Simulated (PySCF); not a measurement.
TeO⁺ at PW91

Level: PW91. basis Te def2-SVP with ECP28, O def2-SVP; scalar-relativistic core potentials; PySCF 2.14.

| Item | Value |
| --- | --- |
| state | ²Π (doublet), unpaired electrons π ↑ |
| bond length | 1.824 Å |
| harmonic wavenumber | 846 cm⁻¹ |
| force constant | 6.01 mdyn/Å |
| rotational constant Be | 0.3556 cm⁻¹ |
| anharmonicity ωexe | 3.27 cm⁻¹ |
| vibration–rotation constant αe | 0.00192 cm⁻¹ |
| well depth De to Te⁺ + O | 3.87 eV |
| dissociation energy D0 | 3.82 eV |
| bond order (Mayer) | 2.33 |
| dipole moment (positive dipole points towards O; it is taken about the centre of mass and depends on that origin) | -2.41 D |

Spin–orbit coupling is left out, which matters for elements this heavy, above all for dissociation energies. For an ion De counts to the pair picked by the measured ionisation energies or electron affinities, which need not be the lowest pair at this level. The state is the lowest determinant that a PBE0 search found; another state may lie lower at other levels.
